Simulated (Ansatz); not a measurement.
Ansatz (a first-principles code) input (CCSD(T)/STO-3G):

Ansatz 0.2 input:
```yaml
crystal:
  periodic: [false, false, false]
  atoms:
    - {symbol: C, position_ang: [1.87416160, -1.38694031, 0.79260216]}
    - {symbol: O, position_ang: [1.46805950, -0.16665401, 0.23333564]}
    - {symbol: Al, position_ang: [0.04154947, 0.57826230, -0.26833084]}
    - {symbol: N, position_ang: [0.15597495, 2.17077198, -1.00730250]}
    - {symbol: O, position_ang: [-1.48801061, -0.11101436, -0.10448929]}
    - {symbol: C, position_ang: [-2.06491448, -1.26785139, 0.43929983]}
    - {symbol: H, position_ang: [2.76422691, -1.75469013, 0.27367128]}
    - {symbol: H, position_ang: [2.12876037, -1.25864022, 1.84959931]}
    - {symbol: H, position_ang: [1.10021902, -2.15974022, 0.72232612]}
    - {symbol: H, position_ang: [-0.63208668, 2.70575344, -1.33220606]}
    - {symbol: H, position_ang: [1.01811179, 2.66672767, -1.16078431]}
    - {symbol: H, position_ang: [-2.36000348, -1.95967179, -0.35620720]}
    - {symbol: H, position_ang: [-2.96239733, -1.00333466, 1.00613392]}
    - {symbol: H, position_ang: [-1.38467228, -1.79912075, 1.11470264]}
basis:
  gaussian:
    orbitals: STO-3G
magnetization: {spin_polarized: false}
correlation: {method: ccsd_t, electrons: outside_noble_gas}
```

Output:

```
Functional definition: HF
integrals: 0.01 GiB planned
567 factors; integrals over basis functions are off by at most 2.9e-5 eV
0.13 GiB of device memory are held for the factors and their scratch space
mean field: 0.16 GiB planned
mean field evaluation 1: about -14146.4074 eV, gradient 3.3e1 eV
mean field evaluation 2: about -14146.6403 eV, gradient 3.3e1 eV
mean field evaluation 4: about -14150.2392 eV, gradient 1.6e0 eV
mean field evaluation 8: about -14150.2485 eV, gradient 1.4e-4 eV
mean field evaluation 16: about -14150.0053 eV, gradient 4.7e-2 eV
mean field -14150.24853066 eV, -520.0120421187 hartree, gradient 1.6e-6 eV, S^2 0.000000; 0 other end points of the search recorded, 0 dependent functions left out
10 core orbitals not correlated
reference -14150.24853066 eV, -520.0120421187 hartree; 18, 18 occupied and 14, 14 virtual orbitals, 567 factors
second order -6.43246509 eV of doubles, -0.00000000 eV of singles
coupled cluster: 0.11 GiB planned
cycle   1  -7.53058372 eV  change    -1.1e0 eV  update   1.1e-1
cycle   2  -8.08596754 eV  change   -5.6e-1 eV  update   3.4e-2
cycle   3  -8.21270188 eV  change   -1.3e-1 eV  update   1.5e-2
cycle   4  -8.21761610 eV  change   -4.9e-3 eV  update   3.6e-3
cycle   5  -8.21566034 eV  change    2.0e-3 eV  update   1.1e-3
cycle   6  -8.21525384 eV  change    4.1e-4 eV  update   3.6e-4
cycle   7  -8.21514850 eV  change    1.1e-4 eV  update   1.2e-4
cycle   8  -8.21512578 eV  change    2.3e-5 eV  update   4.8e-5
cycle   9  -8.21514902 eV  change   -2.3e-5 eV  update   1.2e-5
perturbative correction -0.18555311 eV, -0.0068189509 hartree
Total energy: -14158.64923278 eV, -520.3207622276 hartree
```
